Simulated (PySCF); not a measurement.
## Radial density of Si²⁺ (silicon, charge +2)

PBE0, [Ne] 3s2, closed-shell 1S. Calculation: PySCF 2.14, in def2-SVP; no relativity, point nucleus.

| r (bohr) | 4πr²ρ (e/bohr) |
| --- | --- |
| 0.00193 | 0.07401 |
| 0.00324 | 0.2065 |
| 0.00545 | 0.5625 |
| 0.00917 | 1.451 |
| 0.0154 | 3.418 |
| 0.0259 | 7.252 |
| 0.0436 | 12.54 |
| 0.0734 | 15.90 |
| 0.123 | 12.69 |
| 0.208 | 9.592 |
| 0.349 | 13.77 |
| 0.587 | 11.00 |
| 0.988 | 2.765 |
| 1.66 | 1.266 |
| 2.80 | 0.4931 |
| 4.70 | 0.007666 |
